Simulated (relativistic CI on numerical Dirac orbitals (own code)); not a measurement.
## Zeeman pattern of Ti II 3685.20 Å at 1 T

Problem. The line 3d2 4s 2F_5/2 – 3d2 4p 2D°_3/2 of Ti II lies at 3685.20 Å (air; NIST Handbook). Calculate its Zeeman pattern at B = 1 T, seen across the field, in LS coupling, and compare it with the Doppler width at an assumed gas temperature of 600 K.

Working.
1. Landé factors g = 3/2 + [S(S + 1) − L(L + 1)]/[2J(J + 1)]: lower 0.8571, upper 0.8000.
2. The unit is μB B/hc = 0.46686 × 1 = 0.4669 cm⁻¹, or 63.4 mÅ at this wavelength. A component is shifted by g_u m_u − g_l m_l units. Seen across the field, the strengths for lower J and m are J² − m² (π) and ¼(J − m)(J − m − 1) (σ).
3. π components (Δm = 0), symmetric about zero, as shift (strength, strongest of all = 100): ±0.029 (100), ±0.086 (67).
4. σ components with Δm = +1, mirrored for −1: 0.771 (8), 0.829 (25), 0.886 (50), 0.943 (83).
5. The centre of the σ group lies at ḡ = 0.900 units, 57.1 mÅ from the line centre.
6. The Doppler width is 7.16 × 10⁻⁷ λ √(T/M) = 9.3 mÅ (FWHM, M = 48), so the sum of Gaussians shows separate peaks away from the centre.

Check. A relativistic CI calculation gives g = 0.8569 and 0.8106 for the two levels. The nearest fine-structure partner lies 269 cm⁻¹ away, 576 Zeeman units, so the weak-field formulas hold; hyperfine structure, which matters at weak fields for isotopes with nuclear spin, is neglected.
